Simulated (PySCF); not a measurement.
KMg: from constants to spectrum

M06 constants of KMg, ²Σ⁺ (doublet), unpaired electrons σ ↑ (K aug-pcseg-1, Mg aug-pcseg-1; no relativity (PySCF 2.14); masses 38.9637 and 23.9850 u):

```
ωe              : 93.3 cm⁻¹
ωexe            : 1.21 cm⁻¹
Be              : 0.079728 cm⁻¹
αe              : 0.00112 cm⁻¹
D (centrifugal) : 2.33e-07 cm⁻¹
De to K + Mg    : 0.164 eV
```

Question: Give the vibrational terms G(v) and spacings up to v = 6.

Answer: G(v) = ωe(v+½) − ωexe(v+½)².

| v | G(v) (cm⁻¹) | G(v) − G(v−1) | Bv (cm⁻¹) |
| --- | --- | --- | --- |
| 0 | 46.3 |  | 0.07917 |
| 1 | 137.2 | 90.9 | 0.07805 |
| 2 | 225.7 | 88.5 | 0.07693 |
| 3 | 311.7 | 86.0 | 0.07581 |
| 4 | 395.3 | 83.6 | 0.07469 |
| 5 | 476.5 | 81.2 | 0.07357 |
| 6 | 555.3 | 78.8 | 0.07245 |

Question: How well does the Morse estimate ωe²/(4ωexe) reproduce De, and what is D0?

Answer: It gives 0.223 eV, 136 % of the computed De. D0 = De − G(0) = 0.164 − 0.006 = 0.158 eV.

The bond is weak. Basis-set superposition, not corrected here, can be much of De in a small basis, most of all at correlated wavefunction levels. Functionals without a dispersion term scatter widely for such bonds, and LDA overbinds them. The state is the lowest determinant that a PBE0 search found; another state may lie lower at other levels.
